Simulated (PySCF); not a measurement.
PySCF 2.14 output of an unrestricted B97-3 calculation on a single atom or ion in x2c-QZVPPall, with scalar relativity by spin-free X2C-1e:

```
SCF conv_tol = 1e-09
number electrons alpha = 14  beta = 13
    T. W. Keal and D. J. Tozer.,  J. Chem. Phys. 123, 121103 (2005)
cycle= 1 E= -1520.15785905149  delta_E= -0.0105  |g|= 0.155  |ddm|= 0.101
cycle= 2 E= -1520.14403843087  delta_E= 0.0138  |g|= 0.349  |ddm|= 0.102
cycle= 3 E= -1520.16227767926  delta_E= -0.0182  |g|= 0.0248  |ddm|= 0.0656
cycle= 4 E= -1520.16239351735  delta_E= -0.000116  |g|= 0.00082  |ddm|= 0.00604
cycle= 5 E= -1520.16239501642  delta_E= -1.5e-06  |g|= 0.000326  |ddm|= 0.00195
cycle= 6 E= -1520.16239561801  delta_E= -6.02e-07  |g|= 0.00011  |ddm|= 0.00164
cycle= 7 E= -1520.16239573482  delta_E= -1.17e-07  |g|= 4.34e-05  |ddm|= 0.000908
cycle= 8 E= -1520.16239575005  delta_E= -1.52e-08  |g|= 2.67e-05  |ddm|= 0.000292
cycle= 9 E= -1520.16239575891  delta_E= -8.86e-09  |g|= 1.04e-05  |ddm|= 0.000344
cycle= 10 E= -1520.1623957594  delta_E= -4.88e-10  |g|= 5.71e-07  |ddm|= 9.35e-05
converged SCF energy = -1520.1623957594  <S^2> = 0.7511283  2S+1 = 2.001128
```

The run itself started from symmetry-adapted Hartree-Fock orbitals and held the occupation by maximum overlap, on a logarithmic radial grid, so the iterations belong to that start.

Q: Which element, charge and spin multiplicity is this?

A: Ni⁺ (nickel, charge +1), multiplicity 2; the state was [Ar] 3d9, 2D determinant.
